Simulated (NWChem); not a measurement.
ethylene carbonate (C$_{3}$H$_{4}$O$_{3}$); SMILES O=C1OCCO1

```xyz
10

O      0.0000     0.0000    -2.0458
C      0.0000     0.0000    -0.8510
O      0.0869    -1.1150    -0.0711
C     -0.1249    -0.7573     1.3003
C      0.1249     0.7573     1.3003
O     -0.0869     1.1150    -0.0711
H      0.5743    -1.3191     1.9228
H     -1.1526    -1.0148     1.5800
H     -0.5743     1.3191     1.9228
H      1.1526     1.0148     1.5800
```
Atoms are numbered in this order, from 1.

Results from NWChem. Medium grid unless said otherwise, to which SCAN and Minnesota functionals are sensitive. Geometry: optimised at B3LYP/6-31G* (spherical d). Hybrids' shares of exact exchange are those that their runs print; pure functionals count as 0. The functionals differ in more than this share.

| row | share of exact exchange | orbital gap (eV) |
|---|---|---|
| PBE/def2-SVP | 0.00 | 6.60 |
| LDA (Slater exchange, VWN5)/def2-SVP | 0.00 | 6.53 |
| B3LYP/def2-SVP | 0.20 | 8.90 |
| PBE0/def2-SVP | 0.25 | 9.53 |
| MPW1K/def2-SVP | 0.43 | 11.65 |
| M05-2X/def2-SVP | 0.56 | 12.50 |
| Hartree-Fock/def2-SVP | 1.00 | withheld |

**Question.** Fit a straight line of the last column on the one before it, predict the withheld value, and compare with the run.

**Answer.** 
1. Means of the 6 shown rows: x = 0.240, y = 9.285. Slope Σ(x − x̄)(y − ȳ)/Σ(x − x̄)² = 2.802/0.2554 = 10.97; intercept 6.652.
2. The shown rows scatter about the line by 0.185 (root mean square); the largest residual is -0.30, at M05-2X/def2-SVP.
3. At x = 1.00 (Hartree-Fock/def2-SVP; beyond the shown range) the line gives 17.62.
4. The run gives 17.04, -0.58 from the line, 3.1 times the scatter.
